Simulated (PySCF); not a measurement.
PySCF input (M06-2X/6-311+G**):

```python
from pyscf import gto, dft

mol = gto.M(
    atom='''
    K    -0.00000000   -0.00000000   -2.51529500
    K     0.00000000    0.00000000    2.51529500
    ''',
    basis='6-311+g**',
    charge=1,
    spin=1,
    symmetry='D2h',
    verbose=4,
)

mf = dft.UKS(mol, xc='m062x')
mf.grids.level = 4
mf.conv_tol = 1e-9
mf.max_cycle = 100
mf.max_memory = 1500
mf.kernel()
if not mf.converged:
    mf = mf.newton()
    mf.kernel(mf.make_rdm1())
mf.dip_moment()
```

Output:

```
PySCF version 2.14.0

[INPUT] verbose = 4
[INPUT] num. atoms = 2
[INPUT] num. electrons = 37
[INPUT] charge = 1
[INPUT] spin (= nelec alpha-beta = 2S) = 1
[INPUT] symmetry D2h subgroup None
[INPUT] Mole.unit = angstrom
[INPUT] Symbol           X                Y                Z      unit          X                Y                Z       unit  Magmom
[INPUT]  1 K      0.000000000000   0.000000000000  -2.515295000000 AA    0.000000000000   0.000000000000  -4.753218672488 Bohr   0.0
[INPUT]  2 K      0.000000000000   0.000000000000   2.515295000000 AA    0.000000000000   0.000000000000   4.753218672488 Bohr   0.0

nuclear repulsion = 37.9742680564546
point group symmetry = Dooh, use subgroup D2h
symmetry origin: [0. 0. 0.]
symmetry axis x: [1. 0. 0.]
symmetry axis y: [0. 1. 0.]
symmetry axis z: [0. 0. 1.]
num. orbitals of irrep Ag = 21
num. orbitals of irrep B1g = 2
num. orbitals of irrep B2g = 10
num. orbitals of irrep B3g = 10
num. orbitals of irrep Au = 2
num. orbitals of irrep B1u = 21
num. orbitals of irrep B2u = 10
num. orbitals of irrep B3u = 10
number of shells = 38
number of NR pGTOs = 142
number of NR cGTOs = 86
basis = 6-311+g**
ecp = {}

******** <class 'pyscf.dft.uks_symm.SymAdaptedUKS'> ********
method = SymAdaptedUKS
initial guess = minao
damping factor = 0
level_shift factor = 0
DIIS = <class 'pyscf.scf.diis.CDIIS'>
diis_start_cycle = 1
diis_space = 8
diis_damp = 0
SCF conv_tol = 1e-09
SCF conv_tol_grad = None
SCF max_cycles = 100
direct_scf = True
direct_scf_tol = 1e-13
number electrons alpha = 19  beta = 18
XC library pyscf.dft.libxc version 7.1.2
    S. Lehtola, C. Steigemann, M. J. T. Oliveira, and M. A. L. Marques,  SoftwareX 7, 1–5 (2018)
XC functionals = m062x
    Y. Zhao and D. G. Truhlar,  Theor. Chem. Acc. 120, 215 (2008)
    Y. Zhao and D. G. Truhlar,  Theor. Chem. Acc. 120, 215 (2008)
radial grids:
    Treutler-Ahlrichs [JCP 102, 346 (1995); DOI:10.1063/1.469408] (M4) radial grids

becke partition: Becke, JCP 88, 2547 (1988); DOI:10.1063/1.454033
pruning grids: <function nwchem_prune>
grids dens level: 4
symmetrized grids: D2h
atomic radii adjust function: <function treutler_atomic_radii_adjust>
small_rho_cutoff = 0
Freeze 0 electrons in irreps []
    37 free electrons in irreps Ag B1g B2g B3g Au B1u B2u B3u
Set gradient conv threshold to 3.16228e-05
tot grids = 58840
init E= -1199.61668291162
alpha HOMO (Ag) = -0.113396026235435  LUMO (B1u) = -0.0691982823838481
beta  HOMO (B3g) = -0.835637261201038  LUMO (Ag) = -0.113396026235446

WARN: HOMO -0.113396026235435 >= LUMO -0.113396026235446

WARN: alpha-Ag HOMO -0.113396026235435 > system LUMO -0.113396026235446

WARN: beta-Ag LUMO -0.113396026235446 < system HOMO -0.113396026235435

cycle= 1 E= -1199.65433275536  delta_E= -0.0376  |g|= 0.204  |ddm|= 0.809
alpha HOMO (Ag) = -0.25938911207513  LUMO (B1u) = -0.16080247919957
beta  HOMO (B2g) = -1.0019126849819  LUMO (Ag) = -0.151694603400531
  HOMO = -0.259389112075  LUMO = -0.1608024792  gap/eV = 2.68268
cycle= 2 E= -1199.66249164112  delta_E= -0.00816  |g|= 0.0446  |ddm|= 0.376
alpha HOMO (Ag) = -0.254539297914868  LUMO (B1u) = -0.145978392287877
beta  HOMO (B1u) = -0.983786074008549  LUMO (Ag) = -0.129015920716052
  HOMO = -0.254539297915  LUMO = -0.145978392288  gap/eV = 2.95409
cycle= 3 E= -1199.6643074904  delta_E= -0.00182  |g|= 0.0122  |ddm|= 0.113
alpha HOMO (Ag) = -0.253015630387251  LUMO (B1u) = -0.13938821326418
beta  HOMO (B1u) = -0.982726216658421  LUMO (Ag) = -0.123598977203341
  HOMO = -0.253015630387  LUMO = -0.139388213264  gap/eV = 3.09196
cycle= 4 E= -1199.66472874247  delta_E= -0.000421  |g|= 0.00409  |ddm|= 0.0603
alpha HOMO (Ag) = -0.251637239659203  LUMO (B1u) = -0.137314729108566
beta  HOMO (B1u) = -0.980240805502774  LUMO (Ag) = -0.121772341674909
  HOMO = -0.251637239659  LUMO = -0.137314729109  gap/eV = 3.11087
cycle= 5 E= -1199.66478967554  delta_E= -6.09e-05  |g|= 0.000781  |ddm|= 0.0334
alpha HOMO (Ag) = -0.251642468788253  LUMO (B1u) = -0.138291943534638
beta  HOMO (B1u) = -0.980569340907948  LUMO (Ag) = -0.121841241787261
  HOMO = -0.251642468788  LUMO = -0.138291943535  gap/eV = 3.08442
cycle= 6 E= -1199.66479096652  delta_E= -1.29e-06  |g|= 0.000282  |ddm|= 0.00894
alpha HOMO (Ag) = -0.251613188848616  LUMO (B1u) = -0.137912624401817
beta  HOMO (B1u) = -0.980467290827733  LUMO (Ag) = -0.121621672571952
  HOMO = -0.251613188849  LUMO = -0.137912624402  gap/eV = 3.09395
cycle= 7 E= -1199.66479124797  delta_E= -2.81e-07  |g|= 5.95e-05  |ddm|= 0.00184
alpha HOMO (Ag) = -0.251602629566375  LUMO (B1u) = -0.137857145398089
beta  HOMO (B1u) = -0.980452760425919  LUMO (Ag) = -0.121573762288422
  HOMO = -0.251602629566  LUMO = -0.137857145398  gap/eV = 3.09517
cycle= 8 E= -1199.66479125978  delta_E= -1.18e-08  |g|= 1.87e-05  |ddm|= 0.000623
alpha HOMO (Ag) = -0.25159888881612  LUMO (B1u) = -0.137879988385926
beta  HOMO (B1u) = -0.980459496277206  LUMO (Ag) = -0.121582209324533
  HOMO = -0.251598888816  LUMO = -0.137879988386  gap/eV = 3.09445
cycle= 9 E= -1199.66479126095  delta_E= -1.18e-09  |g|= 3.59e-06  |ddm|= 0.000242
alpha HOMO (Ag) = -0.251599383932337  LUMO (B1u) = -0.137878374339657
beta  HOMO (B1u) = -0.980459471001609  LUMO (Ag) = -0.121583828978321
  HOMO = -0.251599383932  LUMO = -0.13787837434  gap/eV = 3.09451
cycle= 10 E= -1199.66479126097  delta_E= -1.09e-11  |g|= 4.64e-07  |ddm|= 1.99e-05
alpha HOMO (Ag) = -0.251599340874798  LUMO (B1u) = -0.137878143451122
beta  HOMO (B1u) = -0.980459522401702  LUMO (Ag) = -0.121584242170991
  HOMO = -0.251599340875  LUMO = -0.137878143451  gap/eV = 3.09451
Extra cycle  E= -1199.66479126097  delta_E= -3.64e-12  |g|= 1.74e-07  |ddm|= 4.14e-06
converged SCF energy = -1199.66479126097  <S^2> = 0.75012931  2S+1 = 2.0001293

WARN: System has nonzero charge 1; the dipole moment is origin-dependent.
Location of origin: [0. 0. 0.]

Dipole moment(X, Y, Z, Debye):  0.00000,  0.00000,  0.00000
```

The dipole moment of an ion depends on the origin.

The geometry given is a B3LYP-D3(BJ)/def2-TZVP minimum.
